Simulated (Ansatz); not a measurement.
`[NH2][Sn][Cl]` + NH₃ → `[NH2][Sn][NH2]` + HCl at 600 K and 1 bar (ligand exchange at the Sn–Cl bond).

Computed with Ansatz on PBE0-D4/def2-TZVP structures; ΔE is electronic, products minus reactants. CCSD(T)/CBS adds triple-zeta CCSD(T) − MP2 to the extrapolated MP2 energy (def2 sets, frozen cores). This one scheme is used for every species. Elements past krypton have def2 core potentials. For Sn outer-core shells are correlated without core-valence functions, which leaves a few kJ/mol of doubt a bond. Each species was taken in one conformer, which may not be the lowest.

```
         species  CCSD(T)/CBS energy (Eh)  H − E (kJ/mol)  S (J/(mol·K))
 `[NH2][Sn][Cl]`               -729.78832           105.9          362.1
             NH₃                -56.50880           112.4          219.5
`[NH2][Sn][NH2]`               -325.87419           176.0          378.5
             HCl               -460.38127            35.4          207.2
```

H − E and S are ideal-gas, rigid-rotor, harmonic terms from PBE0-D4/def2-TZVP, for one conformer and one mirror image of each species. 1 Eh = 2625.50 kJ/mol, R = 8.31446 J/(mol·K).

By hand: ΔE, ΔH, ΔS and ΔG.

ΔE = (-325.87419) + (-460.38127) − (-729.78832) − (-56.50880) = 0.04166 Eh = 109.4 kJ/mol. Δ(H − E) = 176.0 + 35.4 − 105.9 − 112.4 = -6.9, so ΔH = 102.5 kJ/mol. ΔS = 378.5 + 207.2 − 362.1 − 219.5 = 4.1 J/(mol·K). ΔG = 102.5 − 600 × (4.1)/1000 = 100.0 kJ/mol.

By hand: the equilibrium constant, and the temperature at which ΔG would vanish if ΔH and ΔS stayed fixed.

log₁₀ K = −ΔG/(RT ln 10) = -8.7. ΔG = 0 at ΔH/ΔS = 25000 K, far beyond where these terms or the molecules hold.

The number of gas molecules stays the same, so ΔS is small and ΔH decides. A doubt of 5 kJ/mol in ΔE shifts log₁₀ K by 0.4 here. Other conformers and mirror images would add mixing entropy, several J/(mol·K) or more a flexible species. These are equilibria of isolated gas molecules and say nothing of rates. Largest T1 diagnostic: 0.016 (customary marks: 0.02 for closed shells, 0.045 for open ones).
